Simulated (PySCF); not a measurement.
# Ga (gallium, neutral): UHF calculation

Configuration: [Ar] 3d10 4s2 4p1, 2P determinant. Calculation: PySCF 2.14, in cc-pVTZ-PP with ECP10MDF; scalar relativity through the core potential.

| Property | Result |
| --- | --- |
| Total energy | -258.302026 hartree |
| One-electron energy | -463.2356 hartree |
| Hartree (Coulomb) energy | 226.6820 hartree |
| Exchange energy | -21.7484 hartree |
| ⟨S²⟩ | 0.7623 |
| ⟨L²⟩ | 2.037 |
| Sum of ⟨r⟩ | 21.63 bohr |
| Sum of ⟨r²⟩ | 39.86 bohr² |
| Traceless quadrupole moment −½Σ⟨3z² − r²⟩ along its main axis | -5.61 e·bohr² |
| Time after the integrals | 0.22 s of wall time on 1 thread of Neoverse-N1 (shared host) |

```tsv
shell	electrons	mean orbital energy (hartree)	spread (hartree)	rms radius, mean of both spins (bohr)
3s α	1	-6.59263	0	0.701
3s β	1	-6.59168	0	0.701
3p α	3	-4.57400	0.00164	0.739
3p β	3	-4.57245	0.01073	0.739
3d α	5	-1.16660	0.00754	0.893
3d β	5	-1.16577	0.01110	0.893
4s α	1	-0.46516	0	2.65
4s β	1	-0.40392	0	2.65
4p α	1	-0.21385	0	3.69
```

Energies and moments cover only the electrons outside the core potential.
